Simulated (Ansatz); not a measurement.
Geometry optimisation, RKS PBE-D4/def2-SVP in Ansatz 0.2.0.

Input file:

```yaml
crystal:
  periodic: [false, false, false]
  atoms:
    - { symbol: C, position_ang: [-1.3417, 0.7727, 1.4164] }
    - { symbol: B, position_ang: [0.0779, 0.2984, 1.697] }
    - { symbol: S, position_ang: [1.5117, 0.9718, 0.7026] }
    - { symbol: Si, position_ang: [1.5299, -0.609, -0.7312] }
    - { symbol: C, position_ang: [-0.0039, -0.3837, -1.882] }
    - { symbol: H, position_ang: [-1.3774, 1.5685, 0.5721] }
    - { symbol: H, position_ang: [-1.7727, 1.3027, 2.3195] }
    - { symbol: H, position_ang: [-0.29482, -0.42581, 0.85706] }
    - { symbol: H, position_ang: [0.271, -0.4651, 2.6043] }
    - { symbol: H, position_ang: [1.3495, -1.9176, -0.0232] }
    - { symbol: H, position_ang: [2.677, -0.6012, -1.5096] }
    - { symbol: H, position_ang: [-0.9287, -0.4554, -1.2694] }
    - { symbol: H, position_ang: [-0.0378, -1.1263, -2.6721] }
    - { symbol: H, position_ang: [0.026, 0.6402, -2.3127] }
basis:
  gaussian: { orbitals: def2-SVP }
hamiltonian:
  xc: pbe
  dispersion: d4
relax:
  f_tol: 0.02
  max_steps: 50
```

Command:

```bash
$ ansatz run input.yaml --threads 2 --pin off --max-ram 3072MiB --backend cpu --events-out ev --progress --plain --runs-dir out
```

Question: Where does it end, and by what steps?

Answer: The forces met the threshold. After 25 steps the energy has fallen by 4.438 eV; H8 moved furthest, 2.78 Å. Parted: B2–H8 (1.17 → 2.20 Å). Joined: C1–H8 (1.69 → 1.11 Å).

| step | energy less start (eV) | largest force component (eV/Å) | accepted |
| --- | --- | --- | --- |
| 0 | 0.0000 | 4.413 | yes |
| 1 | -1.3618 | 1.992 | yes |
| 2 | -1.9140 | 2.001 | yes |
| 3 | -2.5603 | 1.785 | yes |
| 4 | -3.1221 | 1.543 | yes |
| 5 | -3.4604 | 1.449 | yes |
| 6 | -3.6571 | 0.818 | yes |
| 7 | -3.7534 | 0.881 | yes |
| 8 | -3.8370 | 0.938 | yes |
| 9 | -3.8948 | 0.518 | yes |
| 10 | -3.8812 | 1.116 | no |
| 11 | -3.9414 | 0.170 | yes |
| 12 | -3.9727 | 0.201 | yes |
| 13 | -4.0257 | 0.219 | yes |
| 14 | -4.0980 | 0.388 | yes |
| 15 | -4.1750 | 0.297 | yes |
| 16 | -4.2281 | 0.629 | yes |
| 17 | -4.3021 | 0.351 | yes |
| 18 | -4.3255 | 0.594 | yes |
| 19 | -4.3904 | 0.315 | yes |
| 20 | -4.4222 | 0.119 | yes |
| 21 | -4.3708 | 0.449 | no |
| 22 | -4.4314 | 0.053 | yes |
| 23 | -4.4343 | 0.145 | yes |
| 24 | -4.4368 | 0.108 | yes |
| 25 | -4.4375 | 0.013 | yes |

```xyz
14
Properties=species:S:1:pos:R:3
C -1.271 1.220 2.155
B -0.395 0.381 1.162
S 1.019 1.128 0.330
Si 1.682 -0.575 -0.872
C 0.439 -0.957 -2.234
H -0.954 2.271 2.296
H -1.291 0.716 3.147
H -2.330 1.211 1.811
H -0.654 -0.792 0.942
H 1.890 -1.762 0.027
H 3.005 -0.163 -1.456
H -0.539 -1.242 -1.795
H 0.798 -1.796 -2.864
H 0.287 -0.070 -2.881
```

The run took 48 s on 2 threads of Intel(R) Xeon(R) Platinum 8488C (Sapphire Rapids) (shared host), peak memory 0.2 GiB.
